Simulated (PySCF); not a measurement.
H2B, SMILES `[BH2]` (charge 0, multiplicity 2)

Level of theory: PBE-D3(BJ)/def2-TZVP // PBE0-D4/def2-TZVP (PySCF).

- highest occupied spin orbital = -4.92 eV
- dipole moment = 0.51 D
- total energy = -25.8833 Ha
- cost = about 11 core-seconds (a rough figure)

Bonds (Å): B1–H2 1.191, B1–H3 1.191. Angles (°): H2–B1–H3 129.5.
Charge 0, spin multiplicity 2.
